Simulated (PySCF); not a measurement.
The vertical singlet excitations below were computed for one of the candidates. Method used: PySCF 2.14.0, density-fitted response routines, TDDFT CAM-B3LYP/def2-SVPD, vertical, gas phase, core orbitals frozen in the response. Geometries: GFN2-xTB, one conformer each.

| state | E (eV) | λ (nm) | f |
| --- | --- | --- | --- |
| S1 | 5.63 | 220.1 | 0.039 |
| S2 | 6.20 | 199.9 | 0.087 |
| S3 | 6.32 | 196.1 | 0.0022 |
| S4 | 6.58 | 188.4 | 0.055 |
| S5 | 6.85 | 180.9 | 0.0093 |
| S6 | 6.99 | 177.3 | 0.025 |
| S7 | 7.08 | 175.1 | 0.023 |
| S8 | 7.24 | 171.3 | 0.0040 |

Question: Which structure fits?
A. `CC(=O)O[C@H]1C[SiH2]1`
B. `CC1=C[Si@H](F)CC1`
C. `FC(F)c1ccco1`

Answer: A. Its S1, at 5.63 eV, is the lowest among the candidates; the nearest of the others has S1 at 6.08 eV. S1 is HOMO→LUMO (84%). Löwdin shares by element: HOMO carbon 45% or more, silicon 26%, oxygen 8% or more (atoms not listed hold the other 20%); LUMO carbon 44% or more, oxygen 40% (atoms not listed hold the other 16%). At the same level the other candidates give, for their lowest levels:
- `CC1=C[Si@H](F)CC1`: 6.54 eV (f 0.191); 6.82 eV (f 0.053); 7.13 eV (f 0.053); 7.50 eV (f 0.022); 7.64 eV (f 0.002); T1 4.32 eV; HOMO -8.79, LUMO 0.75 eV
- `FC(F)c1ccco1`: 6.08 eV (f 0.244); 6.93 eV (f 0.001); 6.93 eV (f 0.004); 7.64 eV (f 0.027); 7.79 eV (f 0.005); T1 3.87 eV; HOMO -8.48, LUMO 0.53 eV

Shape of the structure used: `[CH3:1][C:2](=[O:3])[O:4][C@H:5]1[CH2:6][SiH2:7]1`: C1–C2–O4–C5 -179°, C2–O4–C5–C6 -64°.
Triplets come from the Tamm–Dancoff approximation.
